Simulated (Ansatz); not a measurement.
Basis-set series for C₁₀H₁₀Cl₂W (`[Cl][W]12345678([Cl])([C@H]9[C@@H]1[C@@H]2[C@@H]3[C@H]94)[C@H]1[C@@H]5[C@@H]6[C@@H]7[C@H]18`). The species carries charge 0 and has multiplicity 1. W takes the def2 core potential. Geometry: relaxed with PBE0-D4/def2-TZVP.

```xyz
23

Cl    0.490    0.015   -2.740
W    -0.183    0.019   -0.393
Cl   -2.407    0.185   -1.386
C     0.521    2.252   -0.821
C     1.409    1.577    0.059
C     0.656    1.284    1.243
C    -0.701    1.700    1.046
C    -0.744    2.326   -0.230
C     1.188   -1.751    0.002
C     0.220   -2.272   -0.899
C    -1.045   -2.198   -0.309
C    -0.924   -1.627    0.987
C     0.476   -1.402    1.196
H     0.754    2.558   -1.827
H     2.464    1.424   -0.099
H     1.064    0.908    2.163
H    -1.508    1.656    1.758
H    -1.633    2.698   -0.711
H     2.254   -1.733   -0.152
H     0.414   -2.571   -1.915
H    -1.974   -2.432   -0.802
H    -1.720   -1.501    1.702
H     0.928   -1.115    2.129
```

```
functional       basis  functions  energy (Eh)  HOMO (eV)  LUMO (eV)
   PBE0-D4    def2-SVP        258  -1373.38559      -5.28      -1.20
   PBE0-D4  def2-TZVPP        590  -1374.13211      -5.28      -1.21
   ωB97M-V    def2-SVP        258  -1373.82674      -7.43       0.90
   ωB97M-V  def2-TZVPP        590  -1374.58978      -7.45       0.83
```

Task: Give the rows for def2-QZVPP. (Estimate.)

Result: Computed: 
```tsv
functional	basis	functions	energy (Eh)	HOMO (eV)	LUMO (eV)
PBE0-D4	def2-QZVPP	1091	-1374.18110	-5.31	-1.26
ωB97M-V	def2-QZVPP	1091	-1374.63653	-7.49	0.76
```

Positive LUMOs are unbound and depend on the basis.
